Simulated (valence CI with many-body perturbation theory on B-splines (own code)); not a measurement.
The numbers below are computed, except where a source is named.
## Ladder of approximations for Er46+

Level of theory: configuration interaction combined with many-body perturbation theory (CI+MBPT): four valence electrons over a frozen Dirac-Fock core [Ar], radial functions for each j: 9 s, 9 p, 10 d, 8 f, 5 g, 3 h, 1 i, with the one-electron correlation potential Σ1, the two-electron term Σ2, the three-electron term Σ3, Breit, model QED; selected CI, second order for the rest (own B-spline code, finite nucleus).

The last digits are not significant, and no measured levels were compared; by estimate large intervals hold to a few tenths of a per cent, small ones and those within an open d or f shell to about a per cent. The list stops below the first excitations out of the core. Only levels of the ground parity were solved; by the run's estimate the other parity begins above the list, which can be wrong where configurations are misplaced.

Each rung adds one term. CI alone is the Dirac-Coulomb CI over the frozen core; QED comes last and gives the full result, which names the levels. Energies are above (3d3/2^4) J=0 on the same rung, in eV.

Levels are named by their leading jj configuration (3d3/2^4 stands for four electrons in 3d with j = 3/2), which in mixed levels can hold well under half, so a name can repeat and another be missing. Letters in brackets count levels of one name in rising energy.

```tsv
Level	CI alone	Σ1	Σ2	Σ3	Breit	QED	Full
(3d3/2^3 3d5/2) J=1	41.01	+0.208	+0.472	+0.146	-1.274	+0.134	40.70
(3d3/2^3 3d5/2) J=4	53.29	+0.216	+0.494	-0.030	-2.482	+0.134	51.62
(3d3/2^3 3d5/2) J=2	54.48	+0.231	+0.213	+0.153	-1.865	+0.144	53.35
(3d3/2^3 3d5/2) J=3	58.00	+0.229	+0.202	+0.058	-1.950	+0.142	56.68
(3d3/2^2 3d5/2^2) J=0 [a]	90.32	+0.418	+0.622	-0.010	-2.313	+0.265	89.30
(3d3/2^2 3d5/2^2) J=2 [a]	91.75	+0.407	+0.539	+0.232	-2.548	+0.257	90.63
(3d3/2^2 3d5/2^2) J=4 [a]	93.70	+0.424	+0.918	+0.117	-3.539	+0.268	91.89
(3d3/2^2 3d5/2^2) J=3 [a]	95.26	+0.423	+0.649	+0.126	-3.021	+0.266	93.70
(3d3/2^2 3d5/2^2) J=5	99.75	+0.424	+0.941	+0.073	-4.106	+0.266	97.34
(3d3/2^2 3d5/2^2) J=6	103.06	+0.427	+1.119	+0.026	-4.914	+0.267	99.99
(3d3/2^2 3d5/2^2) J=1	102.92	+0.433	+0.225	+0.170	-2.800	+0.270	101.22
(3d3/2^2 3d5/2^2) J=4 [b]	107.61	+0.432	+0.501	-0.066	-3.943	+0.269	104.80
(3d3/2^2 3d5/2^2) J=3 [b]	107.22	+0.424	+0.172	+0.077	-3.337	+0.263	104.82
(3d3/2^2 3d5/2^2) J=2 [b]	108.78	+0.433	+0.052	+0.179	-3.318	+0.269	106.39
(3d3/2^2 3d5/2^2) J=2 [c]	119.46	+0.441	-0.020	+0.123	-2.757	+0.270	117.52
(3d3/2^2 3d5/2^2) J=4 [c]	124.62	+0.451	+0.005	+0.176	-3.426	+0.276	122.10
(3d3/2^2 3d5/2^2) J=2 [d]	135.30	+0.461	-0.538	+0.157	-2.814	+0.278	132.85
(3d3/2 3d5/2^3) J=4 [a]	143.76	+0.622	+0.991	+0.040	-4.440	+0.392	141.37
(3d3/2 3d5/2^3) J=3 [a]	144.46	+0.628	+0.831	+0.080	-4.063	+0.396	142.34
(3d3/2^2 3d5/2^2) J=0 [b]	146.72	+0.507	-0.511	+0.188	-2.693	+0.309	144.52
(3d3/2 3d5/2^3) J=1 [a]	149.05	+0.630	+0.479	+0.016	-3.662	+0.395	146.90
(3d3/2 3d5/2^3) J=5	150.65	+0.639	+1.036	+0.049	-5.342	+0.401	147.43
(3d3/2 3d5/2^3) J=6	151.64	+0.638	+1.368	+0.042	-5.919	+0.400	148.17
(3d3/2 3d5/2^3) J=2 [a]	157.71	+0.638	+0.289	+0.211	-4.197	+0.397	155.05
(3d3/2 3d5/2^3) J=3 [b]	160.05	+0.640	+0.308	+0.035	-4.576	+0.398	156.86
(3d3/2 3d5/2^3) J=0	169.14	+0.618	-0.542	-0.382	-3.751	+0.377	165.46
(3d3/2 3d5/2^3) J=3 [c]	173.04	+0.651	+0.025	+0.135	-4.186	+0.401	170.07
(3d3/2 3d5/2^3) J=1 [b]	173.08	+0.649	-0.284	+0.214	-3.496	+0.399	170.56
(3d3/2 3d5/2^3) J=4 [b]	174.27	+0.649	+0.200	+0.106	-4.623	+0.398	171.00
(3d3/2 3d5/2^3) J=2 [b]	178.06	+0.649	-0.418	+0.160	-4.054	+0.397	174.79
(3d5/2^4) J=4	201.22	+0.846	+1.036	-0.034	-5.635	+0.531	197.97
```

The middle columns are the shifts that each term adds.

(1) How does the ionisation energy move along the ladder, and which term matters most?

Results:

(1) CI alone 3908.8, + Σ1 3911.4, + Σ2 3920.0, + Σ3 3920.2, + Breit 3916.7, + QED 3916.9 eV. The largest step is Σ2, 8.6 eV. NIST lists 3916 ± 4 eV (theoretical).
